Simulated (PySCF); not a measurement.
How methods differ on the excitation energy of Fe+

Fe+ [Ar] 3d6 4s1 (6D) → Fe+ [Ar] 3d6 4p1 (high-spin determinant), as a difference of total energies. Computed with PySCF 2.14 in ANO-RCC-VTZP, with scalar relativity by spin-free X2C-1e. Correlated levels: valence and next inner shell: [Ne] frozen. The calculations carry no spin-orbit coupling.

```
                                method  excitation energy (eV)
                                   UHF                   4.567
    MP2 (valence and next inner shell)                   4.804
SCS-MP2 (valence and next inner shell)                   4.766
   CCSD (valence and next inner shell)                   4.784
CCSD(T) (valence and next inner shell)                   4.789
```

Problem. How much does correlation contribute at CCSD(T) (valence and next inner shell)?

Solution. 4.789 − (4.567) = 0.222 eV, measured against UHF.

A first-order spin-orbit estimate (lowest level to lowest level, LS coupling) adds 0.022 eV.

The basis was made for the ground configuration and has no added diffuse functions, so the excitation energy can come out too high.

The determinant of the upper state mixes LS terms, which raises its energy above the lowest term, most at the Hartree-Fock and MP2 levels.
